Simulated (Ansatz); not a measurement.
C2H6AlIO (`[CH3][Al]([I])[CH2]O`), relaxed with RKS PBE0-D4/def2-TZVP in Ansatz from a PBE-D4/def2-SVP geometry. The force threshold is 0.005 eV/Å; the program also tests the step.

Total charge 0; spin multiplicity 1. I: def2 effective core potential.

Start:

```xyz
11

C     1.692   -0.038    0.737
Al   -0.241    0.280    0.766
I    -1.321    1.211    2.837
C    -1.416   -0.093   -0.802
O    -0.728   -0.884   -1.784
H     2.192    0.726    0.102
H     1.923   -1.029    0.293
H     2.149    0.016    1.745
H    -2.272   -0.706   -0.440
H    -1.899    0.818   -1.236
H    -0.080   -0.303   -2.220
```

**Question.** By how much does the energy fall, and how many steps does the optimiser take? (An estimate is asked.)

**Answer.** Ansatz gave: 1.01 kcal/mol, in 25 steps.

**Question.** Which bonds change most? (An estimate is asked.)

**Answer.** Computed: Al2–I3 from 2.514 to 2.491 Å; C4–H10 from 1.119 to 1.100 Å; Al2–C4 from 1.994 to 1.976 Å; C4–H9 from 1.114 to 1.096 Å.

**Question.** Give the relaxed structure. (Best estimate.)

**Answer.** The calculation gave: 
```xyz
11

C     1.692   -0.025    0.726
Al   -0.223    0.301    0.735
I    -1.278    1.360    2.726
C    -1.419   -0.122   -0.780
O    -0.793   -0.915   -1.793
H     2.231    0.879    0.421
H     1.961   -0.824    0.030
H     2.057   -0.293    1.721
H    -2.249   -0.725   -0.397
H    -1.899    0.772   -1.205
H    -0.080   -0.407   -2.184
```
